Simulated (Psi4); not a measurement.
HClSn, singlet, at a GFN2-xTB geometry (such geometries of metal compounds can be far from the true shape) (core potentials on Sn), atoms displaced at random by about 0.08 Å a coordinate; B3LYP/def2-SVP, gradient in Psi4.

Here is a job for Psi4.
```
memory 2 GB

molecule {
0 1
  Sn   -0.37645404   -0.37385309    0.36198069
  H    -1.60634801   -1.12818562   -0.90534557
  Cl    0.94364357    1.09270316   -1.21228780
symmetry c1
no_reorient
no_com
}

set basis def2-svp

gradient('b3lyp')
print_variables()
```

Output, abridged:

```
gradient() will perform analytic gradient computation.

   => Loading Basis Set <=

    Name: DEF2-SVP
    Role: ORBITAL
    Keyword: BASIS

    !!!  WARNING: ECP capability is in beta. Please check occupations closely.  !!!

         ---------------------------------------------------------
                                   SCF
               by Justin Turney, Rob Parrish, Andy Simmonett
                          and Daniel G. A. Smith
                              RKS Reference
         ---------------------------------------------------------

  ==> Geometry <==

    Molecular point group: c1
    Full point group: C1

    Geometry (in Angstrom), charge = 0, multiplicity = 1:

       Center              X                  Y                   Z               Mass
    ------------   -----------------  -----------------  -----------------  -----------------
         SN          -0.376454040000    -0.373853090000     0.361980690000   119.902201630000
         H           -1.606348010000    -1.128185620000    -0.905345570000     1.007825032230
         CL           0.943643570000     1.092703160000    -1.212287800000    34.968852682000

  Running in c1 symmetry.

  Rotational constants: A =      3.93290  B =      0.09676  C =      0.09449 [cm^-1]
  Rotational constants: A = 117905.28940  B =   2900.91646  C =   2832.72380 [MHz]
  Nuclear repulsion =   87.116629423252192

  Charge       = 0
  Multiplicity = 1
  Electrons    = 40
  Nalpha       = 20
  Nbeta        = 20

  ==> Algorithm <==

  SCF Algorithm Type is DF.
  DIIS enabled.
  MOM disabled.
  Fractional occupation disabled.
  Guess Type is SAD.
  Energy threshold   = 1.00e-08
  Density threshold  = 1.00e-08
  Integral threshold = 1.00e-12

  ==> Primary Basis <==

  Basis Set: DEF2-SVP
    Blend: DEF2-SVP
    Number of shells: 21
    Number of basis functions: 49
    Number of Cartesian functions: 52
    Spherical Harmonics?: true
    Max angular momentum: 2

  Core potential: DEF2-SVP
    Number of shells: 4
    Number of ECP primitives: 18
    Number of ECP core electrons: 28
    Max angular momentum: 3

  ==> DFT Potential <==

   => LibXC <=

    Version 7.1.2
    S. Lehtola, C. Steigemann, M. J. T. Oliveira, and M. A. L. Marques,  SoftwareX 7, 1–5 (2018) (10.1016/j.softx.2017.11.002)

   => Composite Functional: B3LYP <=

    B3LYP Hyb-GGA Exchange-Correlation Functional

    P. J. Stephens, F. J. Devlin, C. F. Chabalowski, and M. J. Frisch,  J. Phys. Chem. 98, 11623 (1994) (10.1021/j100096a001)

    Deriv               =              1
    GGA                 =           TRUE
    Meta                =          FALSE

    Exchange Hybrid     =           TRUE
    MP2 Hybrid          =          FALSE

   => Exchange Functionals <=

    0.0800   Slater exchange
    0.7200         Becke 88

   => Exact (HF) Exchange <=

    0.2000               HF

   => Correlation Functionals <=

    0.1900   Vosko, Wilk & Nusair (VWN5_RPA)
    0.8100   Lee, Yang & Parr

   => LibXC Density Thresholds  <==

    XC_HYB_GGA_XC_B3LYP:  1.00E-15

   => Molecular Quadrature <=

    Radial Scheme          =       TREUTLER
    Pruning Scheme         =           NONE
    Nuclear Scheme         =       TREUTLER

    Blocking Scheme        =         OCTREE
    BS radius alpha        =              1
    Pruning alpha          =              1
    Radial Points          =             75
    Spherical Points       =            302
    Total Points           =          64004
    Total Blocks           =            549
    Max Points             =            254
    Max Functions          =             49
    Weights Tolerance      =       1.00E-15

   => Loading Basis Set <=

    Name: (DEF2-SVP AUX)
    Role: JKFIT
    Keyword: DF_BASIS_SCF

  ==> Integral Setup <==

  SCF_SUBTYPE=INCORE selected. In-core MEM_DF algorithm will be used.
  Using in-core AOs.

  ==> MemDFJK: Density-Fitted J/K Matrices <==

    J tasked:                   Yes
    K tasked:                   Yes
    wK tasked:                   No
    Algorithm:                 Core
    Schwarz Cutoff:           1E-12
    Mask sparsity (%):       0.5831
    Fitting Condition:        1E-10

   => Auxiliary Basis Set <=

  Basis Set: (DEF2-SVP AUX)
    Blend: DEF2-UNIVERSAL-JKFIT
    Number of shells: 90
    Number of basis functions: 364
    Number of Cartesian functions: 484
    Spherical Harmonics?: true
    Max angular momentum: 5

  Minimum eigenvalue in the overlap matrix is 3.5938677310E-02.
  Reciprocal condition number of the overlap matrix is 1.0971180621E-02.
    Using symmetric orthogonalization.

  ==> Pre-Iterations <==

  SCF Guess: Superposition of Atomic Densities via on-the-fly atomic UHF (no occupation information).

   -------------------------
    Irrep   Nso     Nmo
   -------------------------
     A         49      49
   -------------------------
    Total      49      49
   -------------------------

  ==> Iterations <==

                           Total Energy        Delta E     RMS |[F,P]|

   @DF-RKS iter SAD:  -673.59877175465147   -6.73599e+02   0.00000e+00
   @DF-RKS iter   1:  -675.00794975250085   -1.40918e+00   6.48087e-03 DIIS/ADIIS
   @DF-RKS iter   2:  -674.99741274401458    1.05370e-02   6.76794e-03 DIIS/ADIIS
   @DF-RKS iter   3:  -675.05741629165789   -6.00035e-02   2.18217e-03 DIIS/ADIIS
   @DF-RKS iter   4:  -675.06589530788312   -8.47902e-03   1.70184e-04 DIIS/ADIIS
   @DF-RKS iter   5:  -675.06592511543340   -2.98076e-05   6.39208e-05 DIIS
   @DF-RKS iter   6:  -675.06593251905065   -7.40362e-06   1.56516e-05 DIIS
   @DF-RKS iter   7:  -675.06593303003581   -5.10985e-07   3.07862e-06 DIIS
   @DF-RKS iter   8:  -675.06593305205990   -2.20241e-08   7.93764e-07 DIIS
   @DF-RKS iter   9:  -675.06593305336753   -1.30763e-09   1.23145e-07 DIIS
   @DF-RKS iter  10:  -675.06593305339686   -2.93312e-11   2.73796e-08 DIIS
   @DF-RKS iter  11:  -675.06593305339811   -1.25056e-12   3.22019e-09 DIIS
  Energy and wave function converged.

  ==> Post-Iterations <==

   Electrons on quadrature grid:
      Ntotal   =   39.9999976940 ; deviation = -2.306e-06

    Orbital Energies [Eh]
    ---------------------

    Doubly Occupied:

[...]
    Virtual:

[...]
    Final Occupation by Irrep:
              A
    DOCC [    20 ]
    NA   [    20 ]
    NB   [    20 ]

  @DF-RKS Final Energy:  -675.06593305339811

   => Energetics <=

    Nuclear Repulsion Energy =             87.1166294232521921
    One-Electron Energy =               -1186.3664292558582929
    Two-Electron Energy =                 461.9228045788568124
    DFT Exchange-Correlation Energy =     -37.7389377996487383
    Empirical Dispersion Energy =           0.0000000000000000
    VV10 Nonlocal Energy =                  0.0000000000000000
    Total Energy =                       -675.0659330533981120

Computation Completed

Properties will be evaluated at   0.000000,   0.000000,   0.000000 [a0]

Properties computed using the SCF density matrix

 Multipole Moments:

 ------------------------------------------------------------------------------------
     Multipole            Electronic (a.u.)      Nuclear  (a.u.)        Total (a.u.)
 ------------------------------------------------------------------------------------

 L = 1.  Multiply by 2.5417464519 to convert [e a0] to [Debye]
 Dipole X            :        -12.0684088           11.6286259           -0.4397829
 Dipole Y            :        -18.0258559           17.4289443           -0.5969116
 Dipole Z            :         26.6154695          -25.6070419            1.0084276
 Magnitude           :                                                    1.2516544

 ------------------------------------------------------------------------------------

         ------------------------------------------------------------
                                   SCF GRAD
                          Rob Parrish, Justin Turney,
                       Andy Simmonett, and Alex Sokolov
         ------------------------------------------------------------

  ==> Geometry <==

    Molecular point group: c1
    Full point group: C1

    Geometry (in Angstrom), charge = 0, multiplicity = 1:

       Center              X                  Y                   Z               Mass
    ------------   -----------------  -----------------  -----------------  -----------------
         SN          -0.376454040000    -0.373853090000     0.361980690000   119.902201630000
         H           -1.606348010000    -1.128185620000    -0.905345570000     1.007825032230
         CL           0.943643570000     1.092703160000    -1.212287800000    34.968852682000

  Nuclear repulsion =   87.116629423252192

  ==> Basis Set <==

  Basis Set: DEF2-SVP
    Blend: DEF2-SVP
    Number of shells: 21
    Number of basis functions: 49
    Number of Cartesian functions: 52
    Spherical Harmonics?: true
    Max angular momentum: 2

  Core potential: DEF2-SVP
    Number of shells: 4
    Number of ECP primitives: 18
    Number of ECP core electrons: 28
    Max angular momentum: 3

  ==> DFJKGrad: Density-Fitted SCF Gradients <==

    Gradient:                    1
    J tasked:                  Yes
    K tasked:                  Yes
    wK tasked:                  No
    Integrals threads:           1
    Schwarz Cutoff:          1E-12
    Fitting Condition:       1E-10

   => Auxiliary Basis Set <=

  Basis Set: (DEF2-SVP AUX)
    Blend: DEF2-UNIVERSAL-JKFIT
    Number of shells: 90
    Number of basis functions: 364
    Number of Cartesian functions: 484
    Spherical Harmonics?: true
    Max angular momentum: 5

  ==> DFT Potential <==

   => LibXC <=

    Version 7.1.2
    S. Lehtola, C. Steigemann, M. J. T. Oliveira, and M. A. L. Marques,  SoftwareX 7, 1–5 (2018) (10.1016/j.softx.2017.11.002)

   => Composite Functional: B3LYP <=

    B3LYP Hyb-GGA Exchange-Correlation Functional

    P. J. Stephens, F. J. Devlin, C. F. Chabalowski, and M. J. Frisch,  J. Phys. Chem. 98, 11623 (1994) (10.1021/j100096a001)

    Deriv               =              1
    GGA                 =           TRUE
    Meta                =          FALSE

    Exchange Hybrid     =           TRUE
    MP2 Hybrid          =          FALSE

   => Exchange Functionals <=

    0.0800   Slater exchange
    0.7200         Becke 88

   => Exact (HF) Exchange <=

    0.2000               HF

   => Correlation Functionals <=

    0.1900   Vosko, Wilk & Nusair (VWN5_RPA)
    0.8100   Lee, Yang & Parr

   => LibXC Density Thresholds  <==

    XC_HYB_GGA_XC_B3LYP:  1.00E-15

   => Molecular Quadrature <=

    Radial Scheme          =       TREUTLER
    Pruning Scheme         =           NONE
    Nuclear Scheme         =       TREUTLER

    Blocking Scheme        =         OCTREE
    BS radius alpha        =              1
    Pruning alpha          =              1
    Radial Points          =             75
    Spherical Points       =            302
    Total Points           =          64004
    Total Blocks           =            549
    Max Points             =            254
    Max Functions          =             49
    Weights Tolerance      =       1.00E-15

  -Total Gradient:
     Atom            X                  Y                   Z
    ------   -----------------  -----------------  -----------------
       1        0.001064609180    -0.004100939772     0.022333955456
       2       -0.013132010713    -0.008704019736    -0.010629108153
       3        0.012048848825     0.012776456723    -0.011647467966

  Variable Map:
  ----------------------------------------------------------------------------
[...]
  Array Variable Map:
  ----------------------------------------------------------------------------
[...]
[...]
```
